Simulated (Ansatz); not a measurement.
`[F][GaH][O][SiH3]` + NH₃ → `[NH2][GaH][O][SiH3]` + H–F at 600 K and 1 bar (ligand exchange at a Ga–F bond).

Gas-phase electronic energies from Ansatz, PBE0-D4/def2-TZVP geometries. CBS: MP2 limit from def2 TZ/QZ plus the TZ coupled-cluster correction, frozen cores. This one scheme is used for every species. For Ga outer-core shells are correlated without core-valence functions, which leaves a few kJ/mol of doubt a bond. Scalar relativity is left out up to krypton. One conformer a species, not always the lowest.

```json
{"species": "`[F][GaH][O][SiH3]`", "CCSD(T)/CBS energy (Eh)": "-2390.49581", "H − E (kJ/mol)": "156.8", "S (J/(mol·K))": "441.0"}
{"species": "NH₃", "CCSD(T)/CBS energy (Eh)": "-56.50880", "H − E (kJ/mol)": "112.4", "S (J/(mol·K))": "219.5"}
{"species": "`[NH2][GaH][O][SiH3]`", "CCSD(T)/CBS energy (Eh)": "-2346.59363", "H − E (kJ/mol)": "226.9", "S (J/(mol·K))": "470.8"}
{"species": "H–F", "CCSD(T)/CBS energy (Eh)": "-100.39570", "H − E (kJ/mol)": "42.3", "S (J/(mol·K))": "194.0"}
```

H − E and S are ideal-gas, rigid-rotor, harmonic terms from PBE0-D4/def2-TZVP, for one conformer and one mirror image of each species. 1 Eh = 2625.50 kJ/mol, R = 8.31446 J/(mol·K).

**Question.** By hand: ΔE, ΔH, ΔS and ΔG.

**Answer.** ΔE = (-2346.59363) + (-100.39570) − (-2390.49581) − (-56.50880) = 0.01528 Eh = 40.1 kJ/mol. Δ(H − E) = 226.9 + 42.3 − 156.8 − 112.4 = 0.0, so ΔH = 40.1 kJ/mol. ΔS = 470.8 + 194.0 − 441.0 − 219.5 = 4.3 J/(mol·K). ΔG = 40.1 − 600 × (4.3)/1000 = 37.5 kJ/mol.

**Question.** By hand: the equilibrium constant, and the temperature at which ΔG would vanish if ΔH and ΔS stayed fixed.

**Answer.** log₁₀ K = −ΔG/(RT ln 10) = -3.3. ΔG = 0 at ΔH/ΔS = 9326 K, far beyond where these terms or the molecules hold.

The number of gas molecules stays the same, so ΔS is small and ΔH decides. A doubt of 5 kJ/mol in ΔE shifts log₁₀ K by 0.4 here. Other conformers and mirror images would add mixing entropy, several J/(mol·K) or more a flexible species. Modes under 60 cm⁻¹, often nearly free rotors, make the harmonic entropy too high. These are equilibria of isolated gas molecules and say nothing of rates. Largest T1 diagnostic: 0.014 (customary marks: 0.02 for closed shells, 0.045 for open ones).
